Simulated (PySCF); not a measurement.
PySCF 2.14 output of an unrestricted wB97M-V calculation on a single atom or ion in aug-cc-pwCVTZ-DK3 with one added diffuse shell each of s, p, d, f type (11s10p8d5f1g, 125 functions), with scalar relativity by spin-free X2C-1e:

```
SCF conv_tol = 1e-09
number electrons alpha = 27  beta = 23
    N. Mardirossian and M. Head-Gordon.,  J. Chem. Phys. 144, 214110 (2016)
cycle= 1 E= -6479.51993597307  delta_E= -0.00844  |g|= 0.0359  |ddm|= 0.46
cycle= 2 E= -6479.52003915517  delta_E= -0.000103  |g|= 0.0122  |ddm|= 0.0534
cycle= 3 E= -6479.520048534  delta_E= -9.38e-06  |g|= 0.00339  |ddm|= 0.00813
cycle= 4 E= -6479.52004977028  delta_E= -1.24e-06  |g|= 0.000472  |ddm|= 0.0033
cycle= 5 E= -6479.52004981945  delta_E= -4.92e-08  |g|= 3.95e-05  |ddm|= 0.000741
cycle= 6 E= -6479.52004981868  delta_E= 7.71e-10  |g|= 3.24e-05  |ddm|= 0.000565
cycle= 7 E= -6479.52004981949  delta_E= -8.15e-10  |g|= 1.81e-05  |ddm|= 0.000312
converged SCF energy = -6479.52004981949  <S^2> = 6.0020016  2S+1 = 5.0008006
```

The run itself started from symmetry-adapted Hartree-Fock orbitals and held the occupation by maximum overlap, on a logarithmic radial grid, so the iterations belong to that start.

Question: Which element, charge and spin multiplicity is this?

Answer: Sb⁺ (antimony, charge +1), multiplicity 5; the state was [Kr] 4d10 5s1 5p3, high-spin 5S determinant (an excited configuration).
